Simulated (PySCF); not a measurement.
Compound: allyl methyl sulfone, C4H8O2S.
Atom-mapped SMILES: `[CH2:1]=[CH:2][CH2:3][S:4]([CH3:5])(=[O:6])=[O:7]` (hydrogens: H8, H9 on C1; H10 on C2; H11, H12 on C3; H13, H14, H15 on C5)

Computed with PySCF at PBE0/def2-SVPD, non-relativistic, on one gas-phase PBE0-D3(BJ)/def2-SVP geometry that isn't relaxed in the solvent. The solvent is an IEF-PCM continuum (Bondi radii, 1.10 Å for H, scaled by 1.2), and excitations are vertical TDDFT with non-equilibrium linear response and a frozen core. Specific hydrogen bonds and non-electrostatic terms are outside this model.

Gas-phase singlets (H = HOMO, L = LUMO):

```json
{"state": "S1", "E (eV)": "6.426", "λ (nm)": "193", "f": "0.180", "leading configurations": "H→L 83%, H-2→L 9%"}
{"state": "S2", "E (eV)": "6.953", "λ (nm)": "178", "f": "0.025", "leading configurations": "H-1→L 88%, H-2→L 8%"}
{"state": "S3", "E (eV)": "7.136", "λ (nm)": "174", "f": "0.000", "leading configurations": "H→L+1 96%"}
{"state": "S4", "E (eV)": "7.424", "λ (nm)": "167", "f": "0.086", "leading configurations": "H-3→L 48%, H-2→L 38%"}
{"state": "S5", "E (eV)": "7.514", "λ (nm)": "165", "f": "0.102", "leading configurations": "H-3→L 48%, H-2→L 32%"}
```

Q: Give the list for methanol (ε = 32.61), n² = 1.77.

A: 
```
state  E (eV)  λ (nm)      f  leading configurations  change by rank (eV)
   S1   6.665     186  0.364      H→L 87%, H-1→L 10%               +0.239
   S2   7.194     172  0.001               H→L+1 93%               +0.241
   S3   7.527     165  0.140    H-1→L 74%, H-2→L 14%               +0.391
   S4   7.656     162  0.017     H-2→L 72%, H→L+3 8%               +0.232
   S5   7.726     160  0.050   H→L+3 52%, H-1→L+1 9%               +0.212
```

Q: What are the lowest 5 singlets in acetonitrile (ε = 35.69)?

A: 
```json
{"state": "S1", "E (eV)": "6.663", "λ (nm)": "186", "f": "0.368", "leading configurations": "H→L 87%, H-1→L 10%", "change by rank (eV)": "+0.237"}
{"state": "S2", "E (eV)": "7.192", "λ (nm)": "172", "f": "0.001", "leading configurations": "H→L+1 93%", "change by rank (eV)": "+0.239"}
{"state": "S3", "E (eV)": "7.527", "λ (nm)": "165", "f": "0.142", "leading configurations": "H-1→L 75%, H-2→L 13%", "change by rank (eV)": "+0.391"}
{"state": "S4", "E (eV)": "7.657", "λ (nm)": "162", "f": "0.016", "leading configurations": "H-2→L 72%, H→L+3 8%", "change by rank (eV)": "+0.233"}
{"state": "S5", "E (eV)": "7.725", "λ (nm)": "160", "f": "0.050", "leading configurations": "H→L+3 51%, H-1→L+1 9%, H→L+2 8%", "change by rank (eV)": "+0.211"}
```

Q: How do the frontier levels move from gas to acetonitrile?

A: 
```
orbital  gas (eV)  solvent (eV)  change (eV)                   Löwdin shares, gas              Löwdin shares, solvent
 LUMO+2      1.00          1.20        +0.20  S4 26 %, H10 10 %, C1 10 %, C2 10 %    S4 47 %, O7 9 %, H10 8 %, O6 7 %
 LUMO+1      0.29          0.52        +0.23  S4 21 %, C1 11 %, H14 11 %, C5 10 %  S4 33 %, O7 11 %, O6 10 %, C5 10 %
   LUMO     -0.74         -0.38        +0.36     C1 35 %, C2 31 %, C3 7 %, H8 6 %    C1 35 %, C2 31 %, C3 7 %, H9 6 %
   HOMO     -7.94         -7.72        +0.22   C1 23 %, C2 19 %, O6 15 %, O7 11 %    C1 30 %, C2 27 %, O6 9 %, C3 8 %
 HOMO-1     -8.74         -8.85        -0.11             O6 43 %, O7 37 %, S4 6 %  O7 25 %, O6 22 %, C2 11 %, C3 10 %
 HOMO-2     -8.94         -9.10        -0.16   O7 34 %, C2 15 %, C1 12 %, O6 11 %            O7 46 %, O6 37 %, S4 6 %
 HOMO-3     -9.29         -9.56        -0.27            O6 45 %, O7 36 %, S4 10 %            O6 41 %, O7 36 %, S4 8 %
```

The HOMO–LUMO gap goes from 7.20 to 7.35 eV. Rows go by rank; for HOMO-2, HOMO-1, HOMO, LUMO+1 and LUMO+2 the atom shares or the degeneracy differ between the runs, so the row needn't follow one orbital.

On an Intel Xeon Platinum 8375C at 2.90 GHz with one thread, shared host with 64 logical CPUs at a one-minute load of 12, this took 31 s and 0.99 GiB of memory at its peak. This is the whole response run at PBE0/def2-SVPD in acetonitrile, SCF included.

Shape of the structure used: `[CH2:1]=[CH:2][CH2:3][S:4]([CH3:5])(=[O:6])=[O:7]`: C1–C2–C3–S4 -118°, C2–C3–S4–C5 66°.
